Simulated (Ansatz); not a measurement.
AlCl, singlet, at a GFN2-xTB geometry (such geometries of metal compounds can be far from the true shape).

Ansatz (a first-principles code) was given this input:
Ansatz 0.2 input:
```yaml
crystal:
  periodic: [false, false, false]
  atoms:
    - {symbol: Al, position_ang: [-0.00000000, -0.00000000, -1.15413952]}
    - {symbol: Cl, position_ang: [0.00000000, 0.00000000, 0.88257728]}
basis:
  gaussian:
    orbitals: def2-SVP
hamiltonian:
  xc: hf
```

### Question
What does this run give for the number of basis functions, total energy?

### Answer

number of basis functions: 36
total energy: -701.2517 Eh
